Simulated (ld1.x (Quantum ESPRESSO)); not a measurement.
## An all-electron radial function and its pseudo partner (technetium (Tc))

Columns: radius, all-electron u(r) and pseudo u(r) of the 4d shell (level -6.81 eV) of technetium in the configuration [Kr] 4d5 5s2 5p0; LDA (PZ), scalar-relativistic, PAW scheme, ld1.x (Quantum ESPRESSO) 7.5.

```csv
r (bohr),all-electron,pseudo
0.205,0.3628,-0.0179
0.410,0.1987,-0.1245
0.615,-0.2375,-0.3333
0.820,-0.5705,-0.5721
1.025,-0.7451,-0.7449
1.230,-0.8010,-0.8075
1.435,-0.7863,-0.7879
1.640,-0.7354,-0.7354
1.845,-0.6688,-0.6688
2.050,-0.5981,-0.5981
2.255,-0.5293,-0.5293
2.460,-0.4653,-0.4653
2.665,-0.4072,-0.4072
2.870,-0.3553,-0.3553
3.075,-0.3093,-0.3093
3.280,-0.2689,-0.2689
3.485,-0.2335,-0.2335
3.690,-0.2025,-0.2025
3.895,-0.1755,-0.1755
4.100,-0.1520,-0.1520
4.305,-0.1316,-0.1316
4.510,-0.1138,-0.1138
4.715,-0.0984,-0.0984
4.920,-0.0851,-0.0851
5.125,-0.0735,-0.0735
5.330,-0.0635,-0.0635
```

Q: How many radial nodes do the two functions have?

A: The all-electron 4d function has n − l − 1 = 1; the pseudo-wave has 0, since the states of the same l below it are removed with the core.

Q: At about which radius was the pseudo-wave matched?

A: 1.60 bohr, where the columns begin to agree (steps of 0.20 bohr).

Q: Is the pseudo-wave norm-conserving?

A: No, it belongs to a PAW set: the norm inside the radius is not constrained, and the difference is carried by the augmentation charge.
